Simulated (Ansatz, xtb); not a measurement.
# FH6NSi2: 3 structures ranked

3 gas-phase structures of FH6NSi2, found in a search over its isomers (lower ones may exist). Each was relaxed with GFN2-xTB; where two conformers were screened, the lower at r2SCAN-D4/def2-SVP is listed:

A. `N[SiH2][SiH2]F`, a singlet
B. `F[SiH2]N[SiH3]`, a singlet
C. `N[Si@H](F)[SiH3]`, a singlet

Task: Which do you expect lowest at r2SCAN-D4/def2-SVP, and how would the others follow?

Result: Calculated order at r2SCAN-D4/def2-SVP: B (0.0), C (42.5), A (86.8) kJ/mol.

Energies above the lowest of each column, in kJ/mol; the last columns are at PBE0-D3(BJ)/def2-SVP geometries and were run for some of them only (a dash: not run or not comparable):

```
structure  GFN2-xTB  HF/STO-3G  r2SCAN-D4/def2-SVP  PBE0-D3(BJ)/def2-SVP  CCSD(T)/def2-SVP + ΔMP2/def2-TZVPP
        B       0.0        0.0                 0.0                   0.0                                 0.0
        C     127.2       36.1                42.5                  43.9                                64.3
        A     122.5       66.9                86.8                     –                                   –
```

Every level run on B puts it lowest or level with the lowest. Flexible structures stand in one conformer each, not always the lowest. Frequencies (PBE0-D3(BJ)/def2-SVP) were run for B, C alone. ΔMP2 is the change of the MP2 energy from the smaller to the larger basis.

Programs: Ansatz 0.2.0, xtb 6.7.1.
